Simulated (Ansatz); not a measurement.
CH$_{7}$BGeO (`[BH2][GeH]([CH3])[OH]`), relaxed with RKS PBE0-D4/def2-TZVP in Ansatz from a PBE-D4/def2-SVP geometry. The force threshold is 0.005 eV/Å; the program also tests the step.

The species carries charge 0 and has multiplicity 1.

Start:

```xyz
11

B    -0.390   -0.501    1.910
Ge    0.457   -0.326    0.047
C    -0.805    0.409   -1.290
O     1.894    0.775    0.194
H     0.056    0.084    2.877
H    -1.375   -1.200    2.056
H     0.941   -1.722   -0.485
H    -1.163    1.408   -0.976
H    -1.675   -0.268   -1.401
H    -0.304    0.504   -2.274
H     2.364    0.838   -0.658
```

Question: By how much does the energy fall, and how many steps does the optimiser take? (Best estimate.)

Answer: Computed: 0.04 eV, in 7 steps.

Question: Which bonds change most? (An estimate is asked.)

Answer: The calculation gave: B1–H5 from 1.215 to 1.193 Å; B1–H6 from 1.217 to 1.196 Å; Ge2–O4 from 1.817 to 1.796 Å; Ge2–C3 from 1.980 to 1.960 Å.

Question: Give the relaxed structure. (Best estimate.)

Answer: Ansatz gave: 
```xyz
11

B    -0.388   -0.504    1.913
Ge    0.434   -0.326    0.040
C    -0.800    0.407   -1.295
O     1.845    0.775    0.182
H     0.074    0.062    2.857
H    -1.355   -1.189    2.073
H     0.946   -1.697   -0.479
H    -1.137    1.399   -0.993
H    -1.670   -0.244   -1.407
H    -0.299    0.486   -2.260
H     2.350    0.830   -0.632
```
